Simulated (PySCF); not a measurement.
# Al: excitation energy

Al [Ne] 3s2 3p1 (2P) → Al [Ne] 3s2 4s1 (2S), as a difference of total energies. Calculation: PySCF 2.14, in aug-cc-pV(T+d)Z with one added diffuse shell each of s, p, d, f type (7s6p5d3f, 71 functions); the non-relativistic Hamiltonian (point nucleus). Correlated levels: valence: [Ne] frozen. The calculations carry no spin-orbit coupling.

```tsv
method	excitation energy (cm⁻¹)
UHF	23868
MP2 (valence)	24657
SCS-MP2 (valence)	24666
CCSD (valence)	25227
CCSD(T) (valence)	25318
```

Errors of the correlated levels include the incompleteness of this basis and the frozen core.

For comparison: 25273 cm⁻¹ (measured; NIST levels, between the centres of gravity of the two terms).
